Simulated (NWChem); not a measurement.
System: C5H5F; SMILES C1=CCC=C1F

Excerpt of the output:

```
             Northwest Computational Chemistry Package (NWChem) 7.3.0
             --------------------------------------------------------

 CS  symmetry detected

                             Geometry "geometry" -> ""
                             -------------------------

 Output coordinates in angstroms (scale by  1.889725989 to convert to a.u.)

  No.       Tag          Charge          X              Y              Z
 ---- ---------------- ---------- -------------- -------------- --------------
    1 F                    9.0000     0.02446027    -2.06452760     0.00000000
    2 C                    6.0000    -0.03469302    -0.74120327     0.00000000
    3 C                    6.0000    -1.14741030     0.01724375     0.00000000
    4 C                    6.0000    -0.70426226     1.44489635     0.00000000
    5 C                    6.0000     0.79207432     1.36937763     0.00000000
    6 C                    6.0000     1.17382165     0.07629489     0.00000000
    7 H                    1.0000    -2.17785356    -0.33397894     0.00000000
    8 H                    1.0000    -1.07755960     1.99935439     0.88151700
    9 H                    1.0000    -1.07755960     1.99935439    -0.88151700
   10 H                    1.0000     1.44761305     2.24105857     0.00000000
   11 H                    1.0000     2.18803496    -0.32469611     0.00000000

 Effective nuclear repulsion energy (a.u.)     216.4608864716

      Symmetry information
      --------------------

 Group name             Cs
 Group number              2
 Group order               2
 No. of unique centers    10

                                 NWChem DFT Module
                                 -----------------

 Summary of "ao basis" -> "ao basis" (spherical)
 ------------------------------------------------------------------------------
       Tag                 Description            Shells   Functions and Types
 ---------------- ------------------------------  ------  ---------------------
 F                          6-31+g*                  8       18   4s3p1d
 C                          6-31+g*                  8       18   4s3p1d
 H                          6-31+g*                  2        2   2s

      Symmetry analysis of basis
      --------------------------

        a'         86
        a"         32

            General Information
            -------------------
          SCF calculation type: DFT
          Wavefunction type:  closed shell.
          No. of atoms     :    11
          No. of electrons :    44
           Alpha electrons :    22
            Beta electrons :    22
          Charge           :     0
          Spin multiplicity:     1
          Use of symmetry is: on ; symmetry adaption is: on
          Maximum number of iterations: 150
          AO basis - number of functions:   118
                     number of shells:    58
          Convergence on energy requested:  1.00D-06
          Convergence on density requested:  1.00D-05
          Convergence on gradient requested:  5.00D-04

              XC Information
              --------------
                         B3LYP Method XC Potential
                     Hartree-Fock (Exact) Exchange  0.200
                        Slater Exchange Functional  0.800 local
                    Becke 1988 Exchange Functional  0.720 non-local
              Lee-Yang-Parr Correlation Functional  0.810
                  VWN I RPA Correlation Functional  0.190 local

             Grid Information
             ----------------
          Grid used for XC integration:  medium
          Radial quadrature: Mura-Knowles
          Angular quadrature: Lebedev.
          Tag              B.-S. Rad. Rad. Pts. Rad. Cut. Ang. Pts.
          ---              ---------- --------- --------- ---------
          F                   0.50       49          12.0       434
          C                   0.70       49          12.0       434
          H                   0.35       45          12.0       434
          Grid pruning is: on
          Number of quadrature shells:   474
          Spatial weights used:  Erf1

      Superposition of Atomic Density Guess
      -------------------------------------

 Sum of atomic energies:        -290.18687665

      Non-variational initial energy
      ------------------------------

 Total energy =    -293.972207
 1-e energy   =    -823.081307
 2-e energy   =     312.648214
 HOMO         =      -0.246070
 LUMO         =      -0.020753

      Symmetry analysis of molecular orbitals - initial
      -------------------------------------------------

  Numbering of irreducible representations:

     1 a'          2 a"

  Orbital symmetries:

     1 a'          2 a'          3 a'          4 a'          5 a'
     6 a'          7 a'          8 a'          9 a'         10 a'
    11 a'         12 a'         13 a'         14 a"         15 a'
    16 a"         17 a'         18 a'         19 a'         20 a'
    21 a"         22 a"         23 a"         24 a'         25 a'
    26 a'         27 a'         28 a'         29 a"         30 a"
    31 a'         32 a"

     ---------------------------------------------
      Total Density - Mulliken Population Analysis
     ---------------------------------------------

    Atom       Charge   Shell Charges
 -----------   ------   -------------------------------------------------------
    1 F    9     9.44   2.00  0.94  3.39  1.03  2.02 -0.01  0.05  0.01
    2 C    6     5.59   2.00  0.70  1.63  0.43  0.51  0.18  0.06  0.08
    3 C    6     6.18   2.00  0.74  2.03  0.57  1.03 -0.24  0.02  0.03
    4 C    6     6.94   2.00  0.71  1.99  0.65  1.10  0.42  0.03  0.04
    5 C    6     6.07   2.00  0.74  1.92  0.57  0.94 -0.19  0.04  0.04
    6 C    6     6.24   2.00  0.75  1.97  0.55  0.97 -0.10  0.06  0.04
    7 H    1     0.72   0.45  0.27
    8 H    1     0.69   0.45  0.24
    9 H    1     0.69   0.45  0.24
   10 H    1     0.72   0.46  0.27
   11 H    1     0.73   0.46  0.27

   convergence    iter        energy       DeltaE   RMS-Dens  Diis-err
 ---------------- ----- ----------------- --------- --------- ---------
 d= 0,ls=0.0,diis     1   -293.2681904809 -5.10D+02  2.15D-02  6.68D-01
 d= 0,ls=0.0,diis     2   -293.2983487826 -3.02D-02  5.24D-03  4.97D-01
 d= 0,ls=0.0,diis     3   -293.3356139463 -3.73D-02  3.67D-03  9.78D-02
 d= 0,ls=0.0,diis     4   -293.3450122158 -9.40D-03  1.50D-03  7.02D-03
 d= 0,ls=0.0,diis     5   -293.3458942104 -8.82D-04  3.22D-04  9.42D-04
  Resetting Diis
 d= 0,ls=0.0,diis     6   -293.3459926196 -9.84D-05  9.95D-05  4.30D-05
 d= 0,ls=0.0,diis     7   -293.3459975644 -4.94D-06  4.81D-05  2.43D-06
 d= 0,ls=0.0,diis     8   -293.3459973099  2.55D-07  2.76D-05  4.78D-06
 d= 0,ls=0.0,diis     9   -293.3459978525 -5.43D-07  3.46D-06  7.22D-08

         Total DFT energy =     -293.345997852451
      One electron energy =     -827.621137440006
           Coulomb energy =      357.259617473456
    Exchange-Corr. energy =      -39.445364357529
 Nuclear repulsion energy =      216.460886471629

 Numeric. integr. density =       43.999981697913

                  Occupations of the irreducible representations
                  ----------------------------------------------

                     irrep           alpha         beta
                     --------     --------     --------
                     a'               18.0         18.0
                     a"                4.0          4.0

                       DFT Final Molecular Orbital Analysis
                       ------------------------------------

 Vector   20  Occ=2.000000D+00  E=-3.585244D-01  Symmetry=a'
              MO Center=  1.0D-01, -3.5D-01, -2.8D-16, r^2= 3.3D+00
   Bfn.  Coefficient  Atom+Function         Bfn.  Coefficient  Atom+Function
  ----- ------------  ---------------      ----- ------------  ---------------
   100      0.530677   6 C  s                 3     -0.394815   1 F  px
    82     -0.377906   5 C  s                46     -0.341247   3 C  s
    21      0.303295   2 C  px                7     -0.256924   1 F  px
    40      0.250181   3 C  py               64      0.230001   4 C  s
    94     -0.203043   6 C  py               29     -0.193837   2 C  px

 Vector   21  Occ=2.000000D+00  E=-3.035300D-01  Symmetry=a"
              MO Center=  3.3D-01,  2.1D-01,  1.7D-16, r^2= 3.0D+00
   Bfn.  Coefficient  Atom+Function         Bfn.  Coefficient  Atom+Function
  ----- ------------  ---------------      ----- ------------  ---------------
    95      0.350931   6 C  pz               23      0.251785   2 C  pz
     5     -0.232854   1 F  pz               77      0.218651   5 C  pz
    99      0.219739   6 C  pz               59     -0.173317   4 C  pz
     9     -0.158914   1 F  pz              112     -0.152646   8 H  s
   114      0.152646   9 H  s                27      0.146264   2 C  pz

 Vector   22  Occ=2.000000D+00  E=-2.295544D-01  Symmetry=a"
              MO Center= -1.4D-01,  2.1D-01, -8.7D-16, r^2= 2.8D+00
   Bfn.  Coefficient  Atom+Function         Bfn.  Coefficient  Atom+Function
  ----- ------------  ---------------      ----- ------------  ---------------
    41      0.384894   3 C  pz               77     -0.316707   5 C  pz
    45      0.280103   3 C  pz               23      0.265885   2 C  pz
    81     -0.228030   5 C  pz               95     -0.196710   6 C  pz
    27      0.164706   2 C  pz                5     -0.161073   1 F  pz
    99     -0.128275   6 C  pz                9     -0.113933   1 F  pz

[...]
```

Level: B3LYP/6-31+G* (spherical d). All runs use the structure optimised with PBE0/def2-SVP.

### Question
Reconstruct the input file.

### Answer
This is not unique; one that fits is the input that was run:
```
start job
memory heap 200 mb stack 900 mb global 1100 mb
geometry units angstroms noautoz
  F      0.019646    -2.064338     0.000000
  C     -0.037257    -0.740915     0.000000
  C     -1.148683     0.019423     0.000000
  C     -0.703108     1.446320     0.000000
  C      0.793098     1.368257     0.000000
  C      1.172646     0.074527     0.000000
  H     -2.179722    -0.330047     0.000000
  H     -1.075462     2.001412     0.881517
  H     -1.075462     2.001412    -0.881517
  H      1.450118     2.238822     0.000000
  H      2.186176    -0.328188     0.000000
end
basis spherical
  * library 6-31+g*
end
dft
  xc b3lyp
  iterations 150
  mulliken
end
task dft energy
```
